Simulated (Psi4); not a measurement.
C2H6N, charge -1, singlet, geometry from GFN2-xTB (a gas-phase anion, which may not be bound at this level); WB97X/6-31G* (Psi4).

The Psi4 input:
```
memory 2 GB

molecule {
-1 1
  C    -0.00450711   -0.16012117    1.14423294
  N     0.05359214    0.63577940   -0.00002007
  C    -0.02236646   -0.15868797   -1.14422288
  H     0.82977693   -0.94369191    1.23989698
  H     0.05529176    0.46516035    2.04681331
  H    -0.95658511   -0.79311257    1.25393224
  H     0.81031525   -0.94213013   -1.25387748
  H     0.02334443    0.46772410   -2.04684276
  H    -0.97604679   -0.79155078   -1.23984221
}

set basis 6-31g*
set scf_type pk
set puream true
set d_convergence 1e-8
set dft_radial_points 99
set dft_spherical_points 590

energy('wb97x')
print_variables()
```

### Question
Predict the main parts of the log of this Psi4 run.

### Answer

```
   => Loading Basis Set <=

    Name: 6-31G*
    Role: ORBITAL
    Keyword: BASIS

         ---------------------------------------------------------
                                   SCF
               by Justin Turney, Rob Parrish, Andy Simmonett
                          and Daniel G. A. Smith
                              RKS Reference
         ---------------------------------------------------------

  ==> Geometry <==

    Molecular point group: c1
    Full point group: C1

    Geometry (in Angstrom), charge = -1, multiplicity = 1:

       Center              X                  Y                   Z               Mass
    ------------   -----------------  -----------------  -----------------  -----------------
         C           -0.009328776601    -0.217322013937     1.144234747379    12.000000000000
         N            0.048770473399     0.578578556063    -0.000018262621    14.003074004430
         C           -0.027188126601    -0.215888813937    -1.144221072621    12.000000000000
         H            0.824955263399    -1.000892753937     1.239898787379     1.007825032230
         H            0.050470093399     0.407959506063     2.046815117379     1.007825032230
         H           -0.961406776601    -0.850313413937     1.253934047379     1.007825032230
         H            0.805493583399    -0.999330973937    -1.253875672621     1.007825032230
         H            0.018522763399     0.410523256063    -2.046840952621     1.007825032230
         H           -0.980868456601    -0.848751623937    -1.239840402621     1.007825032230

  Running in c1 symmetry.

  Rotational constants: A =      1.30614  B =      0.34141  C =      0.30208 [cm^-1]
  Rotational constants: A =  39157.08359  B =  10235.26135  C =   9056.24110 [MHz]
  Nuclear repulsion =   77.495956799732284

  Charge       = -1
  Multiplicity = 1
  Electrons    = 26
  Nalpha       = 13
  Nbeta        = 13

  ==> Algorithm <==

  SCF Algorithm Type is PK.
  DIIS enabled.
  MOM disabled.
  Fractional occupation disabled.
  Guess Type is SAD.
  Energy threshold   = 1.00e-06
  Density threshold  = 1.00e-08
  Integral threshold = 1.00e-12

  ==> Primary Basis <==

  Basis Set: 6-31G*
    Blend: 6-31G*
    Number of shells: 30
    Number of basis functions: 54
    Number of Cartesian functions: 57
    Spherical Harmonics?: true
    Max angular momentum: 2

  ==> DFT Potential <==

   => LibXC <=

    Version 7.1.2
    S. Lehtola, C. Steigemann, M. J. T. Oliveira, and M. A. L. Marques,  SoftwareX 7, 1–5 (2018) (10.1016/j.softx.2017.11.002)

   => Composite Functional: WB97X <=

    wB97X Hyb-GGA Exchange-Correlation Functional

    J.-D. Chai and M. Head-Gordon,  J. Chem. Phys. 128, 084106 (2008) (10.1063/1.2834918)

    Deriv               =              1
    GGA                 =           TRUE
    Meta                =          FALSE

    Exchange Hybrid     =           TRUE
    MP2 Hybrid          =          FALSE

   => Exchange-Correlation Functionals <=

    1.0000   wB97X range-separated functional

   => Exact (HF) Exchange <=

    0.8423            HF,LR [omega = 0.3000]
    0.1577               HF

   => LibXC Density Thresholds  <==

    XC_HYB_GGA_XC_WB97X:  1.00E-14

   => Molecular Quadrature <=

    Radial Scheme          =       TREUTLER
    Pruning Scheme         =           NONE
    Nuclear Scheme         =       TREUTLER

    Blocking Scheme        =         OCTREE
    BS radius alpha        =              1
    Pruning alpha          =              1
    Radial Points          =             99
    Spherical Points       =            590
    Total Points           =         495462
    Total Blocks           =           3507
    Max Points             =            256
    Max Functions          =             54
    Weights Tolerance      =       1.00E-15

  ==> Integral Setup <==

  Using in-core PK algorithm.
   Calculation information:
      Number of atoms:                   9
      Number of AO shells:              30
      Number of primitives:             69
      Number of atomic orbitals:        57
      Number of basis functions:        54

      Integral cutoff                 1.00e-12
      Number of threads:                 1

  Performing in-core PK
  Using 3310065 doubles for integral storage.
  We computed 107599 shell quartets total.
  Whereas there are 108345 unique shell quartets.

  Computing range-separated integrals for PK
  We computed 107599 wK shell quartets total.
  Whereas there are 108345 wK unique shell quartets.

  ==> DiskJK: Disk-Based J/K Matrices <==

    J tasked:                  Yes
    K tasked:                  Yes
    wK tasked:                 Yes
    Omega:               3.000E-01
    Schwarz Cutoff:          1E-12

  Minimum eigenvalue in the overlap matrix is 1.0025977653E-02.
  Reciprocal condition number of the overlap matrix is 2.0661151955E-03.
    Using symmetric orthogonalization.

  ==> Pre-Iterations <==

  SCF Guess: Superposition of Atomic Densities via on-the-fly atomic UHF (no occupation information).

   -------------------------
    Irrep   Nso     Nmo
   -------------------------
     A         54      54
   -------------------------
    Total      54      54
   -------------------------

  ==> Iterations <==

                        Total Energy        Delta E     RMS |[F,P]|

   @RKS iter SAD:  -133.74276838111612   -1.33743e+02   0.00000e+00
   @RKS iter   1:  -134.12733613730242   -3.84568e-01   1.41539e-02 ADIIS/DIIS
   @RKS iter   2:  -134.14306351554040   -1.57274e-02   1.47163e-02 ADIIS/DIIS
   @RKS iter   3:  -134.44679358113669   -3.03730e-01   1.45011e-03 ADIIS/DIIS
   @RKS iter   4:  -134.44921710779755   -2.42353e-03   5.69350e-04 ADIIS/DIIS
   @RKS iter   5:  -134.44973648891593   -5.19381e-04   7.68901e-05 DIIS
   @RKS iter   6:  -134.44974986362416   -1.33747e-05   1.06544e-05 DIIS
   @RKS iter   7:  -134.44975037964392   -5.16020e-07   2.69384e-06 DIIS
   @RKS iter   8:  -134.44975042235214   -4.27082e-08   7.64161e-07 DIIS
   @RKS iter   9:  -134.44975042644637   -4.09423e-09   1.83318e-07 DIIS
   @RKS iter  10:  -134.44975042666366   -2.17284e-10   1.83960e-08 DIIS
   @RKS iter  11:  -134.44975042666576   -2.10321e-12   2.41099e-09 DIIS
  Energy and wave function converged.

  ==> Post-Iterations <==

   Electrons on quadrature grid:
      Ntotal   =   25.9999993169 ; deviation = -6.831e-07

    Orbital Energies [Eh]
    ---------------------

    Doubly Occupied:

       1A    -14.053201     2A    -10.046971     3A    -10.046943
       4A     -0.734704     5A     -0.576256     6A     -0.460288
       7A     -0.315557     8A     -0.302431     9A     -0.289830
      10A     -0.235996    11A     -0.211630    12A     -0.066277
      13A      0.005244

    Virtual:

      14A      0.390243    15A      0.435347    16A      0.455605
      17A      0.477512    18A      0.486452    19A      0.492614
      20A      0.533584    21A      0.641825    22A      0.891574
      23A      0.909404    24A      0.938465    25A      0.942856
      26A      0.968083    27A      1.085424    28A      1.143015
      29A      1.144601    30A      1.193628    31A      1.194657
      32A      1.204233    33A      1.246109    34A      1.263575
      35A      1.266516    36A      1.320264    37A      1.353562
      38A      1.759063    39A      1.776290    40A      1.842827
      41A      1.870822    42A      1.938508    43A      2.203489
      44A      2.363213    45A      2.396302    46A      2.454530
      47A      2.478285    48A      2.553414    49A      2.586644
      50A      2.704031    51A      2.882158    52A      2.891207
      53A      3.063402    54A      3.205350

    Final Occupation by Irrep:
              A
    DOCC [    13 ]
    NA   [    13 ]
    NB   [    13 ]

  @RKS Final Energy:  -134.44975042666576

   => Energetics <=

    Nuclear Repulsion Energy =             77.4959567997322836
    One-Electron Energy =                -340.1732276684805925
    Two-Electron Energy =                 141.9866409411753523
    DFT Exchange-Correlation Energy =     -13.7591204990927807
    Empirical Dispersion Energy =           0.0000000000000000
    VV10 Nonlocal Energy =                  0.0000000000000000
    Total Energy =                       -134.4497504266657586

Computation Completed

Properties will be evaluated at   0.000000,   0.000000,   0.000000 [a0]

Properties computed using the SCF density matrix

 Multipole Moments:

 ------------------------------------------------------------------------------------
     Multipole            Electronic (a.u.)      Nuclear  (a.u.)        Total (a.u.)
 ------------------------------------------------------------------------------------

 L = 1.  Multiply by 2.5417464519 to convert [e a0] to [Debye]
 Dipole X            :          0.1966344           -0.2277907           -0.0311563
 Dipole Y            :          2.3327319           -2.7023482           -0.3696163
 Dipole Z            :         -0.0000736            0.0000853            0.0000117
 Magnitude           :                                                    0.3709271

 ------------------------------------------------------------------------------------

  Variable Map:
  ----------------------------------------------------------------------------
  "CURRENT ENERGY"              =>    -134.449750426666
  "CURRENT REFERENCE ENERGY"    =>    -134.449750426666
  "DD SOLVATION ENERGY"         =>       0.000000000000
  "DFT FUNCTIONAL TOTAL ENERGY" =>    -134.449750426666
  "DFT TOTAL ENERGY"            =>    -134.449750426666
  "DFT VV10 ENERGY"             =>       0.000000000000
  "DFT XC ENERGY"               =>     -13.759120499093
  "GRID ELECTRONS ALPHA"        =>      12.999999658430
  "GRID ELECTRONS BETA"         =>      12.999999658430
  "GRID ELECTRONS TOTAL"        =>      25.999999316861
  "NUCLEAR REPULSION ENERGY"    =>      77.495956799732
  "ONE-ELECTRON ENERGY"         =>    -340.173227668481
  "PCM POLARIZATION ENERGY"     =>       0.000000000000
  "PE ENERGY"                   =>       0.000000000000
  "SCF ITERATION ENERGY"        =>    -134.449750426666
  "SCF ITERATIONS"              =>      11.000000000000
  "SCF TOTAL ENERGY"            =>    -134.449750426666
  "TWO-ELECTRON ENERGY"         =>     141.986640941175
  "XC GRID RADIAL POINTS"       =>      99.000000000000
  "XC GRID SPHERICAL POINTS"    =>     590.000000000000
  "XC GRID TOTAL POINTS"        =>  495462.000000000000

  Array Variable Map:
  ----------------------------------------------------------------------------
  "CURRENT DIPOLE"              =>      -0.031156299773 ... 0.000011674558 1 by 3
  "SCF DIPOLE"                  =>      -0.031156299773 ... 0.000011674558 1 by 3
  "SCF TOTAL ENERGIES"          =>    -133.742768381116 ... -134.449750426666 1 by 12
```
